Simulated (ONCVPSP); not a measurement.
# Which setting gave this result? (fluorine (F), ONCV)

Base potential:

ONCVPSP 4.0.1 input, shortened (lines: element, Z, core and valence counts, functional; n l f; lmax; l rc ep ncon nbas qcut; lloc lpopt rc5 dvloc0; l nproj debl; icmod fcfact rcfact), Wu-Cohen, scalar-relativistic:

```
  F 9.00    0    3  -118130      upf
    1    0    2.00
    2    0    1.75
    2    1    5.25
    2
    0    0.40    0.00    3    7   34.10
    1    1.35    0.00    4    8   10.40
    2    1.15    0.24    4    8    8.40
    4    5    0.35    4.00
    0    2    3.90
    1    1    3.90
    2    2    0.80
    0    0.00    0.00
```

Cutoffs, loose and tight: the cutoffs (Ha) at which the residual kinetic energy of the hardest occupied pseudo-wave falls to 1 and 0.1 mHa per electron. They do not see the model core or the augmentation charge, which bear on the density cutoff. Test errors are all-electron minus pseudo excitation energies from the reference, over the configurations 1s2 2s2 2p5; 1s2 2s2 2p4; 1s2 2s2 2p3; 1s2 2s2 2p1; variants that change the core or the reference have their own tests.

Only the s radius is moved:

```csv
s radius (bohr),"cutoff, loose","cutoff, tight",bound ghosts,largest test error (meV)
0.28,569 Ha,1870 Ha,none,+2109
0.32,504 Ha,573 Ha,none,+2095
0.44,408 Ha,466 Ha,none,+2090
0.5,366 Ha,420 Ha,none,+2093
0.54,324 Ha,380 Ha,none,+2093
0.58,296 Ha,357 Ha,none,+2093
```

Question: One more run gave cutoff, loose: 467 Ha; cutoff, tight: 524 Ha; bound ghosts: none; largest test error (meV): +2090. Which value of the s radius was used?

Answer: 0.36 bohr. The loose cutoff moves one way along this sweep, from 569 Ha at 0.28 to 296 Ha at 0.58 bohr, which places the run between 0.32 and 0.44 bohr.
